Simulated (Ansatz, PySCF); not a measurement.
Dimer: HF (SMILES F) (first 2 atoms) with SiH4 (SMILES [SiH4]); geometry from B3LYP-D3(BJ)/def2-TZVP.
(charge 0, multiplicity 1):
```xyz
7

F     -0.202    -0.429    -0.468
H     -0.101    -0.770     0.391
Si    -0.039     0.136     3.064
H      0.047    -1.017     2.123
H      1.049     1.084     2.749
H      0.115    -0.397     4.434
H     -1.357     0.781     2.901
```

Interaction energies are E(AB) − E(A) − E(B) at the monomers' geometry in the complex; basis-set methods are counterpoise corrected.

Cores are frozen in the correlated methods.

The values were computed with Ansatz (Gaussian orbitals); PySCF for the dispersion terms. Each number belongs to the level named beside it.

**Question.** What is the computed interaction energy (PBE0-D4/def2-TZVPPD)?

**Answer.** -1.8 kcal/mol

**Question.** Estimate the interaction energy that CCSD(T)/aug-cc-pV(T+d)Z returns for this input.

**Answer.** -1.3 kcal/mol

**Question.** Estimate the interaction energy that SVWN5/def2-TZVPPD returns for this input.

**Answer.** -3.8 kcal/mol

Ansatz is a quantum-chemistry and plane-wave program.
